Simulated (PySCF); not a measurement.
Run record: geometry optimisation, `[NH3+][AlH-]([Br])[Br]`.

Method: PBE0-D3(BJ)/def2-SVP geometry optimisation, gas phase (PySCF 2.14.0). Start geometry: GFN2-xTB. A driver script takes a list of jobs; this job's settings line and coordinates (Å) are shown.

Command:
```bash
OMP_NUM_THREADS=1 python probes_run.py task.json out
```

Input:
```
{"job": {"xc": "PBE0", "basis": "def2-SVP", "d3": "d3bj", "grid": 1, "shake": 0.01, "kind": "geom"}, "charge": 0, "multiplicity": 1}
N     -1.017460    -0.053990    -0.034620
Al     1.055190     0.022930     0.167670
Br     1.433770     2.021180    -0.839330
Br     1.608870    -1.951290    -0.806450
H     -1.461480     0.789210     0.379220
H     -1.438790    -0.845840     0.413460
H     -1.325770    -0.050610    -1.017260
H      1.200810     0.049270     1.684840
```

Output:
```
step   0  E = -5446.56730724  max force = 0.029038
step   1  E = -5446.57051124  max force = 0.004306
step   2  E = -5446.57065217  max force = 0.001723
step   3  E = -5446.57070096  max force = 0.000956
step   4  E = -5446.57068836  max force = 0.000700
step   5  E = -5446.57069027  max force = 0.000544
step   6  E = -5446.57070352  max force = 0.000380
optimisation converged
```

Energies in Eh; «max force» is the largest Cartesian gradient component in Eh/bohr.

Question: Give the first gradient maximum in eV/Å.

Answer: With 1 Eh/bohr = 51.422 eV/Å, 1.493 eV/Å.

Question: At which steps does the energy rise by more than 1e-5 Eh?

Answer: At step 4 (+0.01 mEh).

In short: final energy -5446.57070 Eh after 6 steps; dipole 6.28 D.

Question: Give the final coordinates.

Answer: 0.097 Å rms from the input after alignment:
```
atom  x, y, z in Å
N1    -1.0057   -0.0003    0.0211
Al2    1.0183   -0.0059    0.2039
Br3    1.4291    1.9206   -0.9675
Br4    1.4196   -1.9379   -0.9610
H5    -1.4292    0.8495    0.3998
H6    -1.4467   -0.8077    0.4671
H7    -1.2341   -0.0384   -0.9753
H8     1.3007    0.0012    1.7592
```

On an Arm Neoverse V1 with one thread, shared host with 32 logical CPUs at a one-minute load of 38, this took 46 s wall and 0.49 GiB of memory at its peak.
Labels such as C1 count atoms from 1, the log's own numbers from 0.
